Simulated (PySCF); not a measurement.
PySCF 2.14 output of an unrestricted TPSSh calculation on a single atom or ion in aug-cc-pVQZ, with no relativity, point nucleus:

```
SCF conv_tol = 1e-09
number electrons alpha = 16  beta = 9
    V. N. Staroverov, G. E. Scuseria, J. Tao, and J. P. Perdew.,  J. Chem. Phys. 119, 12129 (2003)
cycle= 1 E= -1150.93265326144  delta_E= -0.0116  |g|= 0.0722  |ddm|= 0.924
cycle= 2 E= -1150.93170690631  delta_E= 0.000946  |g|= 0.105  |ddm|= 0.404
cycle= 3 E= -1150.9338942735  delta_E= -0.00219  |g|= 0.00178  |ddm|= 0.0889
cycle= 4 E= -1150.93389606627  delta_E= -1.79e-06  |g|= 0.00158  |ddm|= 0.0506
cycle= 5 E= -1150.93389668978  delta_E= -6.24e-07  |g|= 2.94e-05  |ddm|= 0.0122
cycle= 6 E= -1150.93389668999  delta_E= -2.11e-10  |g|= 3.82e-06  |ddm|= 0.000605
converged SCF energy = -1150.93389668999  <S^2> = 15.750183  2S+1 = 8.0000458
```

The run itself started from symmetry-adapted Hartree-Fock orbitals and held the occupation by maximum overlap, on a logarithmic radial grid, so the iterations belong to that start.

**Question.** Which element, charge and spin multiplicity is this?

**Answer.** Mn (manganese, neutral), multiplicity 8; the state was [Ar] 3d5 4s1 4p1, high-spin 8P determinant (an excited configuration).
